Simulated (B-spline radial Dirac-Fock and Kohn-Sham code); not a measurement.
# K-line shifts caused by a second vacancy in Zn³⁺

System: the Zn³⁺ ion, configuration [Ar] 3d9.

Level of theory: ΔSCF Dirac-Fock with Breit, self-energy and vacuum polarisation, finite nucleus, configuration average; a radial B-spline solver. Each two-hole energy is an average over J within one jj subconfiguration, not an observable level; in light atoms, where LS coupling holds, the j-resolved values are not observed lines, and for a K spectator the Kα1 hypersatellite is nearly forbidden. The model has no electron correlation.

Lines without a spectator: Kα2 (K-L2) 8614.5 eV, Kα1 (K-L3) 8637.9 eV, Kβ3 (K-M2) 9569.1 eV, Kβ1 (K-M3) 9572.2 eV. Shifts in eV with one spectator hole (a dash: not computed, or left out as unreliable):

```tsv
spectator hole	Kα2	Kα1	Kβ3	Kβ1
L2 (2p1/2)	+30.7	+37.6	–	+82.8
L3 (2p3/2)	+34.3	+33.1	+79.2	–
M2 (3p1/2)	–	+2.97	+6.18	+8.07
M3 (3p3/2)	+2.65	–	+7.51	+7.03
```

Task: Where does the K-L3 hypersatellite lie, emitted when both K electrons are missing?

Result: +322.3 eV from the normal line, at 8960.2 eV. Removing both K electrons costs 19859.6 eV, which is 431.9 eV more than twice the K binding energy. In light atoms the observed hypersatellite is the ¹S₀ → ¹P₁ component, which lies below this average, and the triplet component is nearly forbidden.

With n spectator holes in 2p, averaged over the 2p shell (energies in eV):

| n | KαLⁿ | step | hypersatellite KαʰLⁿ |
| --- | --- | --- | --- |
| 0 | 8630.1 | – | 8951.2 |
| 1 | 8664.5 | +34.5 | 8986.9 |
| 2 | 8700.1 | +35.5 | 9023.6 |
| 3 | 8736.6 | +36.6 | 9061.4 |
| 4 | 8774.3 | +37.7 | 9100.2 |
| 5 | 8813.1 | +38.8 | 9140.2 |

Run: 41 s of CPU time on 1 thread of Intel(R) Xeon(R) Platinum 8375C CPU @ 2.90GHz (shared host), peak memory 0.37 GiB.
